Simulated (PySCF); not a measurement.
# Antimony: a sound run and one with changed settings

Sound run: Sb+ [Kr] 4d10 5s2 5p2, Sb(2+) [Kr] 4d10 5s2 5p1. Computed with PySCF 2.14 in aug-cc-pVDZ-PP with ECP28MDF (5s4p3d, 32 functions), with a scalar-relativistic core potential. In the sound run the correlated levels freeze 4s2 4p6 4d10 outside the core potential. The sound run starts from symmetry-adapted Hartree-Fock orbitals and uses a fine grid where one is needed.

Changed run: a valence shell is frozen. This setting is unsound on purpose.

| species | method | sound run (hartree) | changed run (hartree) | converged |
| --- | --- | --- | --- | --- |
| Sb+ | MP2 | -238.99352 | -238.96087 | yes |
| Sb+ | CCSD(T) | -239.00839 | -238.96261 | yes |

Ionisation energy of Sb+:

```json
{"method": "UHF", "sound run (eV)": "15.996", "changed run (eV)": "15.996"}
{"method": "MP2", "sound run (eV)": "16.220", "changed run (eV)": "16.094"}
{"method": "SCS-MP2", "sound run (eV)": "16.165", "changed run (eV)": "16.029"}
{"method": "CCSD", "sound run (eV)": "16.251", "changed run (eV)": "16.142"}
{"method": "CCSD(T)", "sound run (eV)": "16.258", "changed run (eV)": "16.142"}
{"method": "CCSDT", "sound run (eV)": "n/a", "changed run (eV)": "16.142"}
{"method": "FCI", "sound run (eV)": "n/a", "changed run (eV)": "16.142"}
```

Freezing a valence shell removes pair correlation that changes on ionisation.

For comparison, NIST gives 16.626 ± 0.025 eV between the lowest levels.
